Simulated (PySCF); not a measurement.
## Bond curve of NaSn⁺

Set-up: basis Na x2c-SVPall, Sn x2c-SVPall; spin-free X2C with a Gaussian nucleus; PySCF 2.14. Energies in eV from Na⁺ + Sn in their ground configurations at the same level. State: ³Π (triplet), unpaired electrons σ ↑, π ↑.

```csv
R (Å),r²SCAN,UHF,PBE0,PW91
2.918,-0.3755,-0.3245,-0.4884,-0.5734
3.054,-0.4588,-0.4241,-0.5677,-0.6526
3.189,-0.5058,-0.4834,-0.6112,-0.6965
3.291,-0.5237,-0.5085,-0.6267,-0.7126
3.393,-0.5303,-0.5210,-0.6310,-0.7176
3.495,-0.5282,-0.5236,-0.6269,-0.7143
3.631,-0.5151,-0.5157,-0.6114,-0.7000
3.800,-0.4875,-0.4927,-0.5810,-0.6715
4.004,-0.4443,-0.4535,-0.5351,-0.6279
4.275,-0.3792,-0.3920,-0.4669,-0.5635
```

Q: Put a parabola through the three lowest points of the r²SCAN curve and estimate Re, k and ωe (reduced mass 19.29 u; 1 eV/Å² = 0.16022 mdyn/Å; ωe = 1302.8·√(k/μ) cm⁻¹).

A: Through R = 3.291, 3.393, 3.495 Å the second-order coefficient is 0.418 eV/Å², so Re ≈ 3.419 Å, k ≈ 0.134 mdyn/Å and ωe ≈ 109 cm⁻¹. A polynomial fit of higher order to the unrounded r²SCAN energies gives Re = 3.416 Å, k = 0.127 mdyn/Å, ωe = 106 cm⁻¹; anharmonicity and rounding make the difference.

The higher-order fit for each curve: r²SCAN: Re = 3.416 Å, ωe = 106 cm⁻¹, De = 0.53 eV; UHF: Re = 3.475 Å, ωe = 104 cm⁻¹, De = 0.52 eV; PBE0: Re = 3.390 Å, ωe = 108 cm⁻¹, De = 0.63 eV; PW91: Re = 3.399 Å, ωe = 106 cm⁻¹, De = 0.72 eV.

Spin–orbit coupling is left out, which matters for elements this heavy, above all for dissociation energies. For an ion De counts to the pair picked by the measured ionisation energies or electron affinities, which need not be the lowest pair at this level. The state is the lowest determinant that a PBE0 search found; another state may lie lower at other levels.
